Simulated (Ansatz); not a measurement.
Species: C7H13 (charge 0, doublet). It need not be the lowest isomer of its formula. 
Structure (B3LYP-D3(BJ)/def2-TZVP (Ansatz, a program for electronic structure) minimum search):
```xyz
20

C      3.2267    -0.7690    -0.2603
C      2.4530     0.0754     0.6865
C      1.2202     0.7882     0.2574
C     -0.0082    -0.1346     0.1095
C     -1.2620     0.6236    -0.3416
C     -2.4421    -0.2760    -0.5341
C     -3.5769    -0.2088     0.1504
H      3.2920    -0.3024    -1.2486
H      4.2411    -0.9570     0.0964
H      2.7612    -1.7550    -0.4157
H      2.6601    -0.0112     1.7467
H      1.3924     1.2775    -0.7099
H      0.9734     1.5798     0.9713
H     -0.2080    -0.6309     1.0628
H      0.2188    -0.9257    -0.6111
H     -1.5052     1.4006     0.3888
H     -1.0376     1.1362    -1.2846
H     -2.3284    -1.0500    -1.2899
H     -3.7323     0.5445     0.9149
H     -4.3916    -0.8990    -0.0281
```
Charge 0, spin multiplicity 2.

Property: atomisation energy (electronic, to ground-state atoms), in kcal/mol. Correlated levels leave the core frozen unless marked. UHF or UKS for open shells. No spin-orbit coupling. Non-relativistic. The coupled-cluster limit lacks core correlation, which all-electron functionals hold. CBS(X,Y): correlation extrapolated as X^-3; Hartree-Fock from the larger set. The bracket is a focal-point correction in the basis named.

| level | program | atomisation energy (kcal/mol) |
|---|---|---|
| HF/cc-pVTZ | Ansatz | 1468.0 |
| HF/cc-pVQZ | Ansatz | 1470.1 |
| revPBE-D3(BJ)/def2-TZVPD | Ansatz + dftd3 | 1926.4 |
| revPBE-D4/def2-TZVPD | Ansatz + dftd4 | 1932.0 |
| revPBE/def2-TZVPD | Ansatz | 1901.1 |
| B97M-V/def2-TZVPD | Ansatz | 1933.0 |
| B3LYP-D4/def2-TZVPD | Ansatz + dftd4 | 1934.5 |

Question: Predict the RI-MP2/CBS(cc-pVTZ,cc-pVQZ)+[CCSD(T)-MP2]/cc-pVTZ result (Ansatz).

Answer: 1930.0 kcal/mol, so B3LYP-D4/def2-TZVPD differs from it by 4.5 kcal/mol.
